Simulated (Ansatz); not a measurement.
An input meant for Be13O13, a nanocrystal cut from zinc blende BeO (bare) (charge 0, singlet; with a point charge).

```yaml
crystal:
  periodic: [false, false, false]
  atoms:
    - {symbol: O, position_ang: [-0.962012, -0.822783, -0.417974]}
    - {symbol: O, position_ang: [-0.996125, 0.377898, -1.476060]}
    - {symbol: O, position_ang: [-2.349263, 0.357918, -0.351819]}
    - {symbol: O, position_ang: [-0.958383, 0.420671, 0.962357]}
    - {symbol: O, position_ang: [-0.850792, 1.478227, -0.375615]}
    - {symbol: O, position_ang: [0.373465, -0.851571, -1.478092]}
    - {symbol: O, position_ang: [0.303343, -2.349254, -0.305833]}
    - {symbol: O, position_ang: [0.420742, -0.960846, 0.959927]}
    - {symbol: O, position_ang: [1.476311, -0.852343, -0.380456]}
    - {symbol: O, position_ang: [0.535764, 0.536082, -0.627178]}
    - {symbol: O, position_ang: [0.380589, 1.477410, 0.992195]}
    - {symbol: O, position_ang: [1.479395, 0.376110, 0.989801]}
    - {symbol: O, position_ang: [0.361011, 0.356321, 2.012789]}
    - {symbol: Be, position_ang: [-1.426857, -0.183869, -0.872653]}
    - {symbol: Be, position_ang: [-0.187258, -1.425278, -0.750255]}
    - {symbol: Be, position_ang: [-0.344506, -0.340417, -1.738475]}
    - {symbol: Be, position_ang: [-0.507781, -0.592447, 0.594103]}
    - {symbol: Be, position_ang: [-0.418111, 0.981892, -0.840847]}
    - {symbol: Be, position_ang: [-1.424398, 0.877050, 0.187471]}
    - {symbol: Be, position_ang: [-0.211807, 0.751004, 1.663227]}
    - {symbol: Be, position_ang: [-0.338294, 2.029174, 0.340932]}
    - {symbol: Be, position_ang: [0.979409, -0.358009, -0.983250]}
    - {symbol: Be, position_ang: [0.874844, -1.663587, 0.214246]}
    - {symbol: Be, position_ang: [0.753126, -0.216224, 1.661327]}
    - {symbol: Be, position_ang: [1.739465, -0.342035, 0.336767]}
    - {symbol: Be, position_ang: [0.983075, 0.840657, 0.355649]}
basis:
  gaussian: {orbitals: "6-31G*", final_grid: {core_spheres: 8, valence_spheres: 7, degree: 23}, point_charges: [{charge: 2.00, position_ang: [7.719, 0.318, -0.322]}]}
hamiltonian: {xc: {name: LC-wPBE}}
accuracy: high
scf: {omitted_lower_state_checks: [starts]}
```

```sh
$ ansatz run in.yaml --threads 2 --pin off --events-out ev --progress --plain --max-ram 20480MiB --backend cuda --devices 0, --max-vram 18GiB
```

Output, abridged:

```
Functional definition: LC-wPBE
  name "LC-wPBE"
  cite "Vydrov & Scuseria, J. Chem. Phys. 125, 234109 (2006) doi:10.1063/1.2409292"
  cite "Heyd & Scuseria, J. Chem. Phys. 120, 7274 (2004) doi:10.1063/1.1668634"
  cite "Ernzerhof & Perdew, J. Chem. Phys. 109, 3313 (1998) doi:10.1063/1.476928"
  cite "Perdew, Burke & Ernzerhof, Phys. Rev. Lett. 77, 3865 (1996) doi:10.1103/PhysRevLett.77.3865"
  parent pbe
  parameter omega = 0.4/bohr
  exchange = pbe_x_sr(omega) + exact_x_lr(omega)
  correlation = pbe_c
these checks for a lower state are left out or cut short: starts
7736 factors; integrals over basis functions are off by at most 3.2e-9 eV
1096 factors; integrals over basis functions are off by at most 1.9e-9 eV
mean field evaluation 1: about -31374.7596 eV, gradient 2.6e2 eV
mean field evaluation 2: about -31057.1788 eV, gradient 4.7e2 eV
mean field evaluation 4: about -31472.4232 eV, gradient 2.4e1 eV
mean field evaluation 8: about -31473.4931 eV, gradient 8.9e-1 eV
mean field evaluation 16: about -31473.4750 eV, gradient 2.4e-3 eV
mean field evaluation 32: about -31473.4750 eV, gradient 5.8e-8 eV
mean field -31473.47499186 eV, -1156.6288724632 hartree, gradient 5.8e-8 eV, S^2 0.000000; 0 other end points of the search recorded, 0 dependent functions left out
reference -31473.47499186 eV, -1156.6288724633 hartree; 78, 78 occupied and 312, 312 virtual orbitals, 7736 factors
Total energy: -31473.47499186 eV, -1156.6288724633 hartree
Checks for a lower state left out: starts
```

In this input the geometry is squeezed to about two thirds of its size. The run converged. The result belongs to that input, not to the species as meant.

The 6-31G sets use Cartesian d functions. LC-ωPBE has ω = 0.4 bohr⁻¹.
